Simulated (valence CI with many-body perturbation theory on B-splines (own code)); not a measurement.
Gd LVII: electric-dipole lines

Level of theory: relativistic CI+MBPT: six valence electrons over a frozen Dirac-Fock core [He], a basis of 9 s, 9 p, 8 d, 6 f, 3 g, 1 h functions for each j, with the one-electron correlation potential Σ1 (screened to all orders), the two-electron term Σ2, the three-electron term Σ3, Breit, model QED; selected single and double excitations, second order for the rest, scaled by the run's own slope (own B-spline code, finite nucleus).

No measured spectrum was set against this ion. As an estimate, large intervals hold to a few tenths of a per cent, small ones and those within an open d or f shell to about a per cent. Among the levels kept, up to 2100 cm⁻¹ of a level comes from second order outside the variational space, and about a tenth of that is noise between levels of different J, which matters for small intervals.

Lines 151 to 200 of 206 in falling wavelength, among levels below 60837 × 10³ cm⁻¹, chosen from the strongest by gf and those to the six lowest levels. Wavelengths and rates use the calculated energies. Electric multipoles are in the length gauge with retardation, E1 and E2 with the static RPA response of the core. Weak lines are less certain than strong ones. Lines between different terms over intervals too small for the method are left out, as are lines whose strength nearly cancels. The highest levels of a list are the least certain.

Levels are named by their leading jj configuration (3d3/2^4 stands for four electrons in 3d with j = 3/2), which in mixed levels can hold well under half, so a name can repeat and another be missing. Letters in brackets count levels of one name in rising energy.

| λ vac (Å) | Upper | Lower | A (s⁻¹) | log gf | Branch % |
| --- | --- | --- | --- | --- | --- |
| 1.948 | (2s^2 2p1/2 2p3/2^2 3s) J=2 [a] | (2s^2 2p1/2 2p3/2^3) J=2 | 5.19e+12 | -1.83 | 15.9 |
| 1.947 | (2s^2 2p1/2 2p3/2^2 3p3/2) J=2 [b] | (2s 2p1/2^2 2p3/2^3) J=2 | 5.07e+13 | -0.84 | 87.8 |
| 1.946 | (2s 2p1/2^2 2p3/2^2 3s) J=1 [b] | (2s 2p1/2^2 2p3/2^3) J=1 | 7.91e+13 | -0.87 | 92.9 |
| 1.946 | (2s^2 2p1/2 2p3/2^2 3p3/2) J=1 [a] | (2s 2p1/2^2 2p3/2^3) J=2 | 2.84e+11 | -3.32 | 10.4 |
| 1.946 | (2s 2p1/2^2 2p3/2^2 3s) J=2 | (2s 2p1/2^2 2p3/2^3) J=1 | 9.35e+12 | -1.58 | 52.1 |
| 1.945 | (2s^2 2p1/2 2p3/2^2 3s) J=1 [a] | (2s^2 2p1/2 2p3/2^3) J=2 | 1.93e+13 | -1.48 | 13.4 |
| 1.944 | (2s^2 2p1/2 2p3/2^2 3p3/2) J=1 [c] | (2s 2p1/2^2 2p3/2^3) J=1 | 5.25e+12 | -2.05 | 13.2 |
| 1.943 | (2s^2 2p1/2 2p3/2^2 3p3/2) J=3 [b] | (2s 2p1/2^2 2p3/2^3) J=2 | 1.27e+12 | -2.30 | 58.8 |
| 1.943 | (2s^2 2p1/2 2p3/2^2 3s) J=2 [a] | (2s^2 2p1/2 2p3/2^3) J=1 | 1.50e+13 | -1.37 | 45.8 |
| 1.942 | (2s 2p1/2^2 2p3/2^2 3s) J=0 | (2s 2p1/2^2 2p3/2^3) J=1 | 5.56e+13 | -1.50 | 95.1 |
| 1.941 | (2s^2 2p1/2 2p3/2^2 3s) J=3 | (2s^2 2p1/2 2p3/2^3) J=2 | 1.91e+13 | -1.12 | 49.7 |
| 1.939 | (2s^2 2p1/2 2p3/2^2 3s) J=1 [a] | (2s^2 2p1/2 2p3/2^3) J=1 | 9.69e+13 | -0.79 | 67.6 |
| 1.939 | (2s^2 2p1/2 2p3/2^2 3s) J=2 [b] | (2s^2 2p1/2 2p3/2^3) J=2 | 1.02e+14 | -0.54 | 79.7 |
| 1.938 | (2s^2 2p1/2 2p3/2^2 3p3/2) J=1 [b] | (2s 2p1/2^2 2p3/2^3) J=2 | 9.90e+11 | -2.78 | 4.4 |
| 1.938 | (2s^2 2p1/2^2 2p3/2 3s) J=2 | (2s^2 2p1/2^2 2p3/2^2) J=2 | 5.51e+13 | -0.81 | 100.0 |
| 1.935 | (2s^2 2p1/2^2 2p3/2 3s) J=1 | (2s^2 2p1/2^2 2p3/2^2) J=2 | 9.28e+13 | -0.81 | 70.9 |
| 1.934 | (2s 2p1/2^2 2p3/2^2 3s) J=1 [a] | (2s 2p1/2^2 2p3/2^3) J=2 | 3.87e+13 | -1.19 | 95.1 |
| 1.933 | (2s^2 2p1/2 2p3/2^2 3s) J=2 [b] | (2s^2 2p1/2 2p3/2^3) J=1 | 1.47e+13 | -1.39 | 11.4 |
| 1.933 | (2s^2 2p1/2 2p3/2^2 3p3/2) J=2 [c] | (2s 2p1/2^2 2p3/2^3) J=2 | 1.21e+11 | -3.47 | 2.1 |
| 1.928 | (2s^2 2p1/2 2p3/2^2 3p3/2) J=2 [d] | (2s 2p1/2^2 2p3/2^3) J=2 | 7.31e+11 | -2.69 | 10.4 |
| 1.927 | (2s^2 2p1/2 2p3/2^2 3s) J=1 [b] | (2s^2 2p1/2 2p3/2^3) J=2 | 4.75e+13 | -1.10 | 59.0 |
| 1.925 | (2s 2p1/2^2 2p3/2^2 3s) J=1 [b] | (2s 2p1/2^2 2p3/2^3) J=2 | 1.52e+12 | -2.59 | 1.8 |
| 1.925 | (2s 2p1/2^2 2p3/2^2 3s) J=2 | (2s 2p1/2^2 2p3/2^3) J=2 | 4.21e+12 | -1.93 | 23.4 |
| 1.923 | (2s^2 2p1/2 2p3/2^2 3p3/2) J=1 [c] | (2s 2p1/2^2 2p3/2^3) J=2 | 3.20e+13 | -1.27 | 80.4 |
| 1.923 | (2s^2 2p1/2 2p3/2^2 3s) J=0 | (2s^2 2p1/2 2p3/2^3) J=1 | 5.87e+13 | -1.49 | 100.0 |
| 1.922 | (2s^2 2p1/2 2p3/2^2 3s) J=1 [b] | (2s^2 2p1/2 2p3/2^3) J=1 | 9.58e+12 | -1.80 | 11.9 |
| 1.838 | (2s 2p1/2^2 2p3/2^2 3p1/2) J=2 | (2s^2 2p1/2 2p3/2^3) J=2 | 5.65e+10 | -3.84 | 0.0 |
| 1.837 | (2s 2p1/2^2 2p3/2^2 3p1/2) J=3 | (2s^2 2p1/2 2p3/2^3) J=2 | 8.14e+10 | -3.54 | 0.0 |
| 1.833 | (2s^2 2p1/2^2 2p3/2 3d3/2) J=1 | (2s^2 2p1/2^2 2p3/2^2) J=0 | 6.43e+13 | -1.01 | 30.5 |
| 1.833 | (2s 2p1/2^2 2p3/2^2 3p1/2) J=2 | (2s^2 2p1/2 2p3/2^3) J=1 | 8.18e+11 | -2.69 | 0.5 |
| 1.830 | (2s^2 2p1/2 2p3/2^2 3d3/2) J=1 | (2s^2 2p1/2 2p3/2^3) J=2 | 3.05e+13 | -1.34 | 24.4 |
| 1.830 | (2s^2 2p1/2 2p3/2^2 3d3/2) J=2 | (2s^2 2p1/2 2p3/2^3) J=2 | 1.24e+13 | -1.51 | 14.6 |
| 1.828 | (2s^2 2p1/2 2p3/2^2 3d3/2) J=3 | (2s^2 2p1/2 2p3/2^3) J=2 | 1.35e+13 | -1.32 | 13.4 |
| 1.825 | (2s^2 2p1/2 2p3/2^2 3d3/2) J=1 | (2s^2 2p1/2 2p3/2^3) J=1 | 2.27e+13 | -1.47 | 18.2 |
| 1.825 | (2s^2 2p1/2 2p3/2^2 3d3/2) J=2 | (2s^2 2p1/2 2p3/2^3) J=1 | 9.01e+12 | -1.65 | 10.6 |
| 1.825 | (2s^2 2p1/2 2p3/2^2 3d3/2) J=0 | (2s^2 2p1/2 2p3/2^3) J=1 | 1.75e+14 | -1.06 | 99.8 |
| 1.822 | (2s^2 2p1/2^2 2p3/2 3d3/2) J=2 | (2s^2 2p1/2^2 2p3/2^2) J=2 | 5.89e+13 | -0.83 | 99.1 |
| 1.821 | (2s^2 2p1/2^2 2p3/2 3d3/2) J=3 | (2s^2 2p1/2^2 2p3/2^2) J=2 | 5.87e+12 | -1.69 | 94.8 |
| 1.820 | (2s^2 2p1/2^2 2p3/2 3d3/2) J=1 | (2s^2 2p1/2^2 2p3/2^2) J=2 | 1.46e+14 | -0.66 | 69.3 |
| 1.812 | (2s^2 2p1/2^2 2p3/2 3d5/2) J=1 | (2s^2 2p1/2^2 2p3/2^2) J=0 | 7.53e+14 | 0.05 | 92.4 |
| 1.805 | (2s^2 2p1/2^2 2p3/2 3d5/2) J=2 | (2s^2 2p1/2^2 2p3/2^2) J=2 | 5.52e+14 | 0.13 | 100.0 |
| 1.802 | (2s^2 2p1/2^2 2p3/2 3d5/2) J=3 | (2s^2 2p1/2^2 2p3/2^2) J=2 | 1.22e+15 | 0.62 | 100.0 |
| 1.799 | (2s^2 2p1/2^2 2p3/2 3d5/2) J=1 | (2s^2 2p1/2^2 2p3/2^2) J=2 | 6.18e+13 | -1.05 | 7.6 |
| 1.755 | (2s^2 2p1/2 2p3/2^2 3s) J=1 [a] | (2s^2 2p1/2^2 2p3/2^2) J=0 | 2.76e+11 | -3.42 | 0.2 |
| 1.746 | (2s^2 2p1/2 2p3/2^2 3s) J=2 [a] | (2s^2 2p1/2^2 2p3/2^2) J=2 | 1.25e+13 | -1.55 | 38.2 |
| 1.743 | (2s^2 2p1/2 2p3/2^2 3s) J=1 [a] | (2s^2 2p1/2^2 2p3/2^2) J=2 | 2.69e+13 | -1.43 | 18.8 |
| 1.741 | (2s^2 2p1/2 2p3/2^2 3s) J=1 [b] | (2s^2 2p1/2^2 2p3/2^2) J=0 | 2.31e+13 | -1.50 | 28.7 |
| 1.740 | (2s^2 2p1/2 2p3/2^2 3s) J=3 | (2s^2 2p1/2^2 2p3/2^2) J=2 | 1.93e+13 | -1.21 | 50.3 |
| 1.738 | (2s^2 2p1/2 2p3/2^2 3s) J=2 [b] | (2s^2 2p1/2^2 2p3/2^2) J=2 | 1.14e+13 | -1.59 | 8.9 |
| 1.729 | (2s^2 2p1/2 2p3/2^2 3s) J=1 [b] | (2s^2 2p1/2^2 2p3/2^2) J=2 | 2.94e+11 | -3.40 | 0.4 |

**Question.** How does gf follow from A for the line at 1.755 Å?

**Answer.** gf = 1.4992 × (2J+1)_upper × A / σ², with σ = 56970354 cm⁻¹ and 2J+1 = 3: gf = 0.000382.
